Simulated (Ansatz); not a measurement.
`C[CH2][Al]([CH3])[SH]`, relaxed with RKS PBE-D4/def2-SVP in Ansatz 0.2.0 from a rough embedded geometry. The force threshold is 0.03 eV/Å; the program also tests the step.

Total charge 0; spin multiplicity 1.

Start:

```xyz
14

C     0.869   -1.853   -0.053
C     1.224   -0.448   -0.187
Al   -0.289    0.705    0.435
C    -1.056    2.056   -0.819
S    -1.026    0.588    2.575
H     1.724   -2.556   -0.387
H     0.678   -2.145    1.024
H     0.007   -2.141   -0.639
H     1.474   -0.226   -1.286
H     2.140   -0.223    0.401
H    -1.919    2.555   -0.346
H    -1.510    1.458   -1.710
H    -0.362    2.670   -1.197
H    -1.951   -0.440    2.190
```

```csv
step,energy (eV),largest force (eV/Å),largest move (Å)
1,-20670.1299,5.517,0.000
2,-20670.6415,1.443,0.113
3,-20670.7120,0.227,0.084
4,-20670.7360,0.154,0.165
5,-20670.7568,0.776,0.196
6,-20670.8567,0.481,0.200
7,-20670.9316,0.419,0.200
8,-20670.9647,0.506,0.200
9,-20670.9862,0.824,0.194
10 (rejected),-20670.9638,0.538,0.200
11,-20671.0126,0.124,0.095
12 (rejected),-20671.0083,0.193,0.100
13,-20671.0173,0.015,0.048
14,-20671.0190,0.033,0.049
15,-20671.0214,0.074,0.073
16,-20671.0225,0.199,0.110
17,-20671.0248,0.117,0.014
18,-20671.0249,0.076,0.038
19,-20671.0275,0.022,0.064
20,-20671.0285,0.049,0.085
21,-20671.0289,0.049,0.043
22,-20671.0292,0.021,0.014
```

End:

```xyz
14

C     1.026   -1.915    0.316
C     0.898   -0.574   -0.422
Al   -0.561    0.643    0.127
C    -0.949    2.362   -0.737
S    -1.877    0.052    1.806
H     1.875   -2.526   -0.056
H     1.188   -1.772    1.406
H     0.111   -2.536    0.206
H     0.782   -0.739   -1.519
H     1.845    0.011   -0.336
H    -1.642    2.992   -0.142
H    -1.426    2.193   -1.727
H    -0.026    2.951   -0.927
H    -1.245   -1.141    2.006
```

Run time 17 s (4 threads of an Intel Xeon 6975P-C on a shared host); peak host memory 0.18 GiB.
